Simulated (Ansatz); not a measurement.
A nudged elastic band was laid between two geometries of C4H11BS (17 atoms, charge 0, multiplicity 1).

Theory: RKS B3LYP/STO-3G in Ansatz 0.2.0.

```
movable images  : 5
climbing image  : yes
spring          : 5.0 eV/Å²
optimiser       : quadratic models (default)
start path      : IDPP
force threshold : 0.05 eV/Å
iteration limit : 40
end points      : relaxed
```

Image 0:

```xyz
17
Properties=species:S:1:pos:R:3
C 1.959 -2.717 -0.970
B 1.100 -1.399 -1.121
S 0.586 -0.515 0.294
C -0.361 0.896 -0.446
C -0.773 1.935 0.643
C -1.759 1.355 1.698
H 1.445 -3.566 -1.450
H 2.921 -2.608 -1.499
H 2.179 -3.003 0.069
H 0.810 -1.019 -2.191
H -1.265 0.508 -0.948
H 0.261 1.392 -1.211
H -1.245 2.795 0.137
H 0.132 2.311 1.152
H -2.015 2.122 2.445
H -2.688 1.015 1.216
H -1.306 0.499 2.222
```

Image 6:

```xyz
17
Properties=species:S:1:pos:R:3
C 0.903 -1.663 -2.195
B 1.417 -1.747 -0.704
S 1.054 -0.667 0.620
C -0.067 0.611 -0.113
C -0.505 1.650 0.966
C -1.368 1.025 2.100
H 1.762 -1.644 -2.887
H 0.337 -2.576 -2.445
H 0.265 -0.801 -2.431
H 2.128 -2.631 -0.410
H -0.960 0.125 -0.541
H 0.457 1.136 -0.931
H -1.084 2.445 0.463
H 0.391 2.124 1.404
H -1.653 1.795 2.833
H -2.288 0.581 1.689
H -0.807 0.236 2.624
```

Q: What changes between the two ends?

A: No bond is made or broken. The dihedral C1–B2–S3–C4 goes from -180 to 0°.

Q: What energy profile does the band end with?

A: The run converged. The highest image is number 3 of 0 to 6, 1.22 eV above the first end and 1.20 eV above the last; the last end lies 0.02 eV above the first. A vibrational analysis at the climbing image gives one clearly imaginary mode, 369i cm⁻¹: a first-order saddle point. Limits of this set-up: minimal basis.

| image | path coordinate (Å) | energy (eV) | dihedral C1–B2–S3–C4 (°) |
| --- | --- | --- | --- |
| 0 | 0.00 | 0.00 | -180 |
| 1 | 1.45 | 0.08 | -168 |
| 2 | 2.89 | 0.56 | -135 |
| 3 | 4.34 | 1.22 | -92 |
| 4 | 5.91 | 0.30 | -29 |
| 5 | 7.48 | 0.04 | -2 |
| 6 | 9.05 | 0.02 | 0 |

Q: What is the geometry of the highest image?

A: 
```xyz
17
Properties=species:S:1:pos:R:3:forces:R:3
C 1.054 -2.474 -1.368 0.00 0.00 0.01
B 1.560 -0.983 -1.274 0.01 0.00 0.00
S 1.349 0.065 0.220 -0.01 0.00 0.00
C -0.256 0.782 -0.357 0.00 0.00 0.00
C -0.818 1.778 0.709 0.00 0.00 0.00
C -1.189 1.088 2.052 0.00 0.00 0.00
H 0.604 -2.688 -2.351 0.00 0.00 0.00
H 1.938 -3.135 -1.294 0.00 0.00 0.00
H 0.351 -2.776 -0.579 0.00 0.00 0.00
H 2.142 -0.556 -2.208 0.00 0.00 0.00
H -1.005 -0.013 -0.533 0.00 0.00 0.00
H -0.121 1.326 -1.311 0.00 0.00 0.00
H -1.715 2.264 0.286 0.00 0.00 0.00
H -0.071 2.571 0.894 0.00 0.00 0.00
H -1.549 1.831 2.780 0.00 0.00 0.00
H -1.982 0.340 1.898 0.00 0.00 0.00
H -0.310 0.579 2.476 0.00 0.00 0.00
```

Q: What are the harmonic wavenumbers there?

A: 369i, 33, 78, 121, 140, 201, 281, 338, 440, 602, 741, 755, 866, 927, 972, 997, 1023, 1124, 1137, 1154, 1186, 1318, 1340, 1386, 1452, 1505, 1524, 1575, 1663, 1666, 1672, 1678, 1683, 1695, 2980, 3271, 3295, 3311, 3333, 3402, 3410, 3438, 3468, 3480, 3481 cm⁻¹.

Time of the run: 4.5 min on 1 thread of AMD EPYC 7R43 64-Core Processor (Zen 3) (shared host), peak memory 0.14 GiB.
